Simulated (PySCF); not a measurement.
## Dipole moment and polarisability of `CC[C@H](O)C(C)(Cl)Cl`

Compound: C₅H₁₀Cl₂O.
Cartesian coordinates in Å at the PBE0-D3(BJ)/def2-SVP level; atoms count from 1:
```
atom  x, y, z in Å
C1    -2.2039   -0.4167   -0.9503
C2    -1.0474   -0.5489    0.0265
C3     0.1987    0.1773   -0.4644
O4     0.6363   -0.3055   -1.7043
C5     1.3855    0.1795    0.5218
C6     2.5785    0.9459   -0.0004
Cl7    1.8922   -1.5374    0.7969
Cl8    0.8776    0.8864    2.0865
H9    -2.5303    0.6311   -1.0449
H10   -3.0708   -1.0078   -0.6212
H11   -1.9101   -0.7627   -1.9518
H12   -1.3257   -0.1567    1.0154
H13   -0.7898   -1.6108    0.1785
H14   -0.0458    1.2426   -0.6210
H15    0.8780   -1.2328   -1.5717
H16    2.3028    2.0027   -0.1286
H17    3.4165    0.8764    0.7046
H18    2.8722    0.5346   -0.9745
```

Level: PBE0/def2-SVPD (PySCF), static field, nuclei fixed, core orbitals frozen in the response. The polarisability tensor in these axes (au):

```
x   97.57 -0.83  3.33
y   -0.83 91.85  3.94
z    3.33  3.94 92.23
```

Problem. Give the principal values, the mean and the anisotropy Δα = √{½[(α1 − α2)² + (α2 − α3)² + (α1 − α3)²]}.

Solution. Principal values 87.25, 95.08 and 99.32 au; mean 93.88 au = 13.91 Å³ = 15.48 × 10⁻⁴⁰ C²·m²/J; Δα = 10.61 au (11 % of the mean).

Problem. What is the dipole moment, and where does it point?

Solution. (-0.20, 0.23, -0.57) D, 0.65 D in size, pointing from the negative to the positive side. Measured along this direction, the outermost atoms are Cl7 and Cl8 at the negative end and H11 and H9 at the positive end.

Problem. What would n − 1 = 2πNα be for an ideal gas of these molecules at 350 K and 1 atm, electronic part alone?

Solution. N = p/kT = 2.0968 × 10¹⁹ cm⁻³, so n − 1 = 2π × N × 13.91 × 10⁻²⁴ cm³ = 1833 × 10⁻⁶ at long wavelengths, for an ideal gas.

Problem. Rayleigh depolarisation ratio (linearly polarised light, static tensor)?

Solution. ρ = 3Δα²/(45ᾱ² + 4Δα²) = 337.7/(396636 + 450.2) = 0.00085.

Problem. Find the Langevin capture rate constant for O2+ (31.990 u) meeting this molecule (156.011 u), k = 2.342 × 10⁻⁹ cm³/s × √(α in Å³ / reduced mass in u).

Solution. The reduced mass is 26.55 u, so k = 1.70 × 10⁻⁹ cm³/s. The formula leaves out the permanent dipole, which adds to the capture rate.

Problem. Directions of the eigenvectors, and the extent of the frame along each?

Solution. Largest value along (0.85, 0.17, 0.49), where the nuclei span 6.51 Å; middle along (-0.44, 0.74, 0.51), 3.44 Å; least along (-0.28, -0.65, 0.70), 3.44 Å. 

Problem. What are the principal values of the traceless quadrupole moment, Θ = ½Σq(3rr − r²1), about the centre of nuclear charge?

Solution. -8.24, 2.29, 5.95 D·Å. The values depend on the origin, since the dipole doesn't vanish. The electronic extent ⟨r²⟩ about the same centre is 1450 bohr², a root-mean-square distance of 2.22 Å for the 82 electrons.

One conformer (not necessarily the lowest) at the PBE0-D3(BJ)/def2-SVP geometry, without solvent, vibrations or thermal averaging.
